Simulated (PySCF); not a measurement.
Excitation energy of Hf by level of theory

Hf [Xe] 4f14 5d2 6s2 (3F) → Hf [Xe] 4f14 5d4 (5D), as a difference of total energies. All numbers are calculated (PySCF 2.14, the spin-free X2C one-electron Hamiltonian (Gaussian nucleus), in ANO-RCC-VTZP). The calculations carry no spin-orbit coupling.

```csv
method,excitation energy (eV)
UHF,4.412
PW91,4.286
BP86,4.374
BLYP,4.757
```
